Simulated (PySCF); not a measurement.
Ge(Et)(OH)3 (C2H8GeO3), SMILES C[CH2][Ge]([OH])([OH])[OH]. Atoms are numbered in the order given.

```xyz
14

C     -2.5128     0.3683     0.3967
C     -1.2812    -0.2623     1.0539
Ge     0.3158    -0.0496    -0.0425
O      0.7619     1.6472    -0.3374
O      1.6452    -0.9262     0.7607
O      0.1214    -0.6334    -1.7117
H     -2.3675     1.4477     0.2317
H     -2.7103    -0.0839    -0.5877
H     -3.4134     0.2396     1.0180
H     -1.0720     0.1834     2.0406
H     -1.4195    -1.3425     1.2255
H      0.7565     2.1702     0.4747
H      2.4931    -0.7683     0.3224
H      0.1647    -1.5972    -1.7612
```

Coordinates come from a B3LYP-D3(BJ)/def2-SVP optimisation. One conformer was computed; it need not be the lowest.

All values below come from HF/pcSseg-1 in PySCF.

GIAO shieldings, no solvent; atoms listed in one row are averaged. δ = σ(ref) − σ: ¹³C against TMS (σ = 192.6 ppm); ⁷³Ge against GeH4 (σ = 1776.1 ppm); ¹⁷O against H2O (σ = 333.0 ppm); ¹H against TMS (σ = 31.99 ppm), references at their B3LYP-D3(BJ)/def2-TZVP geometries, non-relativistic.

Computed chemical shifts:
```csv
nucleus,atoms,count,δ (ppm)
¹³C,C1,1,10.0
¹³C,C2,1,7.5
⁷³Ge,Ge3,1,300.1
¹⁷O,O5,1,30.4
¹⁷O,O4,1,19.0
¹⁷O,O6,1,15.5
¹H,H13,1,1.75
¹H,"H7, H8, H9",3,1.59
¹H,H12,1,1.12
¹H,H11,1,1.09
¹H,H14,1,1.05
¹H,H10,1,0.98
```
